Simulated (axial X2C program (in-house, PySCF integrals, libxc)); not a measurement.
**Spin–orbit effects down a group: molecules with I (ions), CCSD(T)**

Computed with an in-house all-electron X2C program for linear molecules (integrals from PySCF), spin-free (one-electron X2C) or two-component (2c: spin–orbit coupling with atomic mean-field Coulomb and Gaunt terms, which also bring small scalar terms), in Dyall basis sets with cores contracted in-house; open shells are unrestricted.

Basis sets: Be dyall-av3z, I dyall-acv3z, Mg dyall-av3z, Sr dyall-acv3z. Frozen shells (counts by l): BeI⁻ I 4s3p2d, Be 1s, 10 electrons correlated; MgI⁻ I 4s3p2d, Mg 2s1p, 10 electrons correlated; SrI⁻ I 4s3p2d, Sr 4s3p1d, 10 electrons correlated. Coupled cluster in natural virtuals with an MP2 remainder. Where the outer core of a metal is frozen, bonds come out longer and ionisation energies lower.

| molecule | spin-free state | Re (Å) | ωe (cm⁻¹) | De (eV) | 2c state | Re 2c (Å) | ωe 2c (cm⁻¹) | De 2c (eV) |
| --- | --- | --- | --- | --- | --- | --- | --- | --- |
| BeI⁻ | M_S = 0, Λ = 0 | 2.472 | 299.3 | 0.75 | Ω = 0 | 2.476 | 297.2 | 0.75 |
| MgI⁻ | M_S = 0, Λ = 0 | 2.903 | 167.0 | 0.77 | Ω = 0 | 2.906 | 166.2 | 0.76 |
| SrI⁻ | M_S = 0, Λ = 0 | 3.224 | 121.0 | 1.30 | Ω = 0 | 3.226 | 120.6 | 1.30 |

Fragments in 2c: I- + Be, I- + Mg, I- + Sr. Each entry is the lowest single determinant of a limited PBE0 search at one distance. De goes to single-determinant-based atoms at the same level (for ions the charge split of lowest energy) and is withheld (n/a) where an atom does not fit its ground term or J level. Main or longest-lived isotopes.
